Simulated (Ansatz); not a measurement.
Consider the atomization: `[CH2]1[SiH2][SiH2][GaH]1` → C• + Ga• + 7 H• + 2 Si•.

Program: Ansatz. Geometries: PBE0-D4/def2-TZVP. ΔE: electronic, gas phase. CBS: MP2 limit from def2 TZ/QZ plus the TZ coupled-cluster correction, frozen cores. This one scheme is used for every species, atoms too. For atomizations the MP2-based limit and the directly extrapolated one differ by several kJ/mol either way, and by 10 to 25 for some Ge, Se and Sn compounds, so smaller differences from it don't rank the levels. Functionals use def2-TZVPP. No spin–orbit coupling; open shells (•) take unrestricted orbitals. Spin–orbit coupling would lower the free atoms: a little for C, Si; clearly for Ga. For Ga outer-core shells are correlated without core-valence functions, so the limit isn't a true one: a few kJ/mol of doubt a bond, and 10 to 20 or more in all where bonds break to atoms. Scalar relativity is left out up to krypton.

| level | ΔE (kcal/mol) | difference from CCSD(T)/CBS |
| --- | --- | --- |
| PBE-D4 | 796.1 | -2.7 |
| revPBE-D4 | 782.6 | -16.2 |
| r2SCAN-D4 | 800.5 | 1.7 |
| r2SCAN0-D4 | 795.0 | -3.8 |
| BHLYP-D4 | 783.0 | -15.8 |
| B2PLYP | 782.1 | -16.7 |
| PBE | 789.0 | -9.8 |
| r2SCAN | 798.9 | 0.1 |
| HF/def2-TZVPP | 594.5 | -204.3 |
| MP2/def2-TZVPP | 779.7 | -19.1 |
| CCSD(T)/CBS | 798.8 | 0 |

Largest T1 diagnostic among the species: 0.014.

From r2SCAN to r2SCAN0 (25 % exact exchange), in def2-TZVPP and without D4, ΔE moves by −5.9 kcal/mol: exact exchange takes away binding that semilocal exchange gives to molecules. In def2-TZVPP, CCSD(T) changes the Hartree–Fock value by +186.6 kcal/mol (the triples alone add +9.9 kcal/mol) and MP2 by +185.2 kcal/mol; breaking electron pairs costs correlation energy, which Hartree–Fock lacks. Leaving LDA and LC-ωPBE aside and taking each functional with its dispersion term where it has one, the values, not all of them listed here, spread over 23.7 kcal/mol, from BLYP-D4 to B97M-V. LDA lies +102.5 kcal/mol from PBE without D4, its usual overbinding.
